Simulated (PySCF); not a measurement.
**Spinor energies of Nd⁴⁷⁺ (neodymium, charge +47)**

Start: [Ne] 3s2 3p1; 3p3/2 filled at m_j = +3/2. Calculated with PySCF 2.14 in an uncontracted even-tempered set (18 s from 12 bohr⁻², ratio 2.4; 14 p from 15 bohr⁻², ratio 2.4; 4 d from 51 bohr⁻², ratio 2.6; 4 f from 77 bohr⁻², ratio 2.6): generalised Hartree-Fock with the X2C-1e Hamiltonian and a Gaussian nucleus; one run each with spin-orbit coupling (SO) screened by Boettger's factors, then bare. This is a chosen level, not necessarily the ground level.

```tsv
spinor shell	electrons	ε, screened SO (eV)	ε, bare SO (eV)	weight of nominal j (bare SO)	rms radius, bare SO (bohr)
1s1/2	2	-47041.8	-47041.5	1.000	0.0269
2s1/2	2	-10269.3	-10269.3	1.000	0.107
2p1/2	2	-9899.6	-9914.1	1.000	0.0918
2p3/2	4	-9362.4	-9357.0	1.000	0.0976
3s1/2	2	-4110.0	-4110.0	1.000	0.257
3p3/2	1	-3863.0	-3861.6	1.000	0.253
```

```csv
quantity,screened SO,bare SO
E (hartree),-7443.85498,-7444.09053
M_J,3/2,3/2
⟨J²⟩,3.750,3.750
⟨L²⟩,2.012,2.013
⟨S²⟩,0.762,0.763
```

Each row is a mean over spinors that exchange with the open shell spreads, by up to 22.159 eV (3s1/2).

Breit and QED terms are absent; they matter most for the inner s and p1/2 levels.

Densities and radii are taken from the X2C orbitals without a picture-change correction, which distorts them close to the nucleus.
